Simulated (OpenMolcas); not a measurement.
## Er²⁺: CASPT2 settings compared

```
Program             : OpenMolcas 26.06
Basis               : ANO-RCC-VDZ [7s6p4d2f]
Scalar Hamiltonian  : DKH3, point nucleus
Active space        : 12 electrons in 7 orbitals (4f)
State averaging     : 2S+1 = 3 even, 21 roots; 2S+1 = 1 even, 27 roots kept (CI in the orbitals of an earlier block)
Spin-orbit coupling : RASSI with atomic mean-field integrals over the reference wave functions, term energies averaged over their components
```

Methods on the same reference wave functions:
A. CASSCF
B. SS-CASPT2, IPEA 0.5 Eh, no level shift (closed shells correlated: 4d 5s 5p)
C. SS-CASPT2, IPEA 0.6 Eh, no level shift (closed shells correlated: 5s 5p)
D. XMS-CASPT2, IPEA 0.75 Eh, sigma1 regulariser 0.4 Eh (closed shells correlated: 5s 5p)

Energies in cm⁻¹ above 4f¹² ³H₆, the measured ground level; measured values from Martin, Zalubas and Hagan, Atomic Energy Levels: The Rare-Earth Elements, NSRDS-NBS 60 (1978); the list in Deprince et al., Eur. Phys. J. D 78, 105 (2024).

```json
{"Level": "4f¹² ³H₆", "A": "0.0", "B": "0.0", "C": "0.0", "D": "0.0", "Measured": "0.0"}
{"Level": "4f¹² ³F₄ [51 %]", "A": "6283", "B": "5190", "C": "5820", "D": "5820", "Measured": ""}
{"Level": "4f¹² ³H₅", "A": "7046", "B": "7060", "C": "7060", "D": "7060", "Measured": "6970"}
{"Level": "4f¹² ³H₄ [60 %]", "A": "11531", "B": "10970", "C": "11240", "D": "11260", "Measured": "10785"}
{"Level": "4f¹² ³F₃", "A": "14438", "B": "12790", "C": "13520", "D": "13640", "Measured": "12473"}
{"Level": "4f¹² ³F₂", "A": "15796", "B": "13890", "C": "14750", "D": "14850", "Measured": "13220"}
{"Level": "4f¹² ¹G₄ [59 %]", "A": "19071", "B": "18570", "C": "19020", "D": "18900", "Measured": "18384"}
{"Level": "4f¹² ¹D₂ [56 %]", "A": "31301", "B": "27630", "C": "29190", "D": "29050", "Measured": ""}
{"Level": "4f¹² ¹I₆", "A": "37651", "B": "35970", "C": "35960", "D": "35610", "Measured": ""}
{"Level": "4f¹² ³P₁", "A": "41542", "B": "36440", "C": "38340", "D": "37750", "Measured": ""}
{"Level": "4f¹² ³P₂ [67 %]", "A": "41941", "B": "37340", "C": "39110", "D": "38720", "Measured": ""}
{"Level": "4f¹² ³P₀", "A": "42682", "B": "37580", "C": "39470", "D": "38890", "Measured": ""}
```

Deviations, from unrounded energies. A percentage is the sum of absolute deviations over the sum of measured energies, with the sign that they share, or ± where signs differ.

| Against measurement | Levels | A | B | C | D |
| --- | --- | --- | --- | --- | --- |
| mean absolute deviation (cm-1) | 5 | 1200 | 290 | 750 | 780 |
| fine structure of the ground term (%) | 2 | +4.6 | +1.5 | +3.1 | +3.2 |
| other terms of the ground configuration (%) | 3 | +11.9 | +2.7 | +7.3 | +7.5 |

B lies closest to measurement on these levels and A furthest from it. The largest miss of B in the table is 4f¹² ³F₂, by +670 cm-1. The ranking rests on the paired levels alone, and a cruder setting can come out closer through cancelling errors.

Among B to D the level of the table that moves most is 4f¹² ³P₁, by 1900 cm-1 (lowest in B, highest in C). Moves below CASPT2's spread within the term are not significant.

The mean deviations of B to D differ by less than CASPT2's widest spread within a term (1300 cm-1), so their order carries little weight.

From A to B the spin-free energies of the other terms of 4f¹² shown, above ³H, scale by factors of 0.78 to 0.95, as is usual when dynamic correlation screens the repulsion within a d or f shell.

The lowest spin-free term lies below A's lowest term by 0.781 hartree in B, 0.608 hartree in C, 0.612 hartree in D.

CASPT2 does not keep the components of a term degenerate, so their means are used; among the terms shown or strongly mixed into the levels shown the widest spread is 1300 cm-1 (4f¹² ¹D, D). Terms from blocks run as CI alone lack orbitals of their own. Without dynamic correlation excited terms often stand tens of per cent too high (terms of higher spin than the ground term too low), and those without a measured partner can miss by more than the paired ones (holds for A). The CASPT2 spread within a term exceeds the gap to the next term for 4f¹² ³P and 4f¹² ¹I, so the order of their levels is uncertain (holds for B). Measured partners are found by configuration, term and J. A level has none where our copy of the source lacks it or the pairing is in doubt (some pairs that miss far off the trend of their configuration count as doubtful), and it then counts in no deviation. Only configurations of the active space appear.

A share in square brackets marks a mixed level and gives the weight of the term that names it, the lowest over the columns.
